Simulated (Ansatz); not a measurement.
Isolated molecules relaxed with PBE0-D4/def2-TZVP in Ansatz; ΔE leaves out vibrations. CBS: MP2 limit from def2 TZ/QZ plus the TZ coupled-cluster correction, frozen cores. DFT in def2-TZVPP. Each species was taken in one conformer, which may not be the lowest.

`CC[SiH]([SiH3])Cl` + `N[Si](O)([SiH3])O[SiH3]` → `N[Si](O)([SiH3])[SiH3]` + `CC[SiH](Cl)O[SiH3]`  (redistribution)

```
             level  ΔE (kJ/mol)
         r2SCAN-D4         15.3
           PBE0-D4         15.3
           ωB97X-V         15.3
           ωB97M-V         14.8
            B2PLYP         15.7
              PBE0         15.8
SCS-MP2/def2-TZVPP         16.2
    CCSD/CBS(def2)         17.1
```

Question: What does CCSD(T)/CBS give? (Best estimate.)

Answer: Ansatz gave: +16.6 kJ/mol. The listed levels differ from it by -1.3, -1.3, -1.3, -1.8, -0.9, -0.8, -0.4, 0.5 kJ/mol.

Largest T1 diagnostic among the species: 0.013.
